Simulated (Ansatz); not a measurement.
Computed with Ansatz.

A structure relaxed at PBE0-D4/def2-TZVP, charge 0, multiplicity 1:

Cartesian coordinates in Å:
```
O 1.978 -0.833 0.580
Ge 0.724 -0.069 -0.437
B -1.122 -1.004 -0.661
O -1.730 -0.071 0.101
C -0.725 0.862 0.599
H 2.837 -0.421 0.469
H 1.445 0.789 -1.503
H -1.724 -1.906 -1.158
H -1.014 1.878 0.325
H -0.668 0.776 1.685
```

**Question.** Give its formula and SMILES.

**Answer.** CH5BGeO2, `[OH][GeH]1[BH]O[CH2]1`.

**Question.** Summarise the bond lengths by kind.

**Answer.** 1 × Ge–O 1.786 Å; 1 × H–O 0.959 Å; 1 × B–Ge 2.082 Å; 1 × C–Ge 2.009 Å; 1 × Ge–H 1.547 Å; 1 × B–O 1.349 Å; 1 × B–H 1.193 Å; 1 × C–O 1.460 Å; 2 × C–H 1.091 Å.
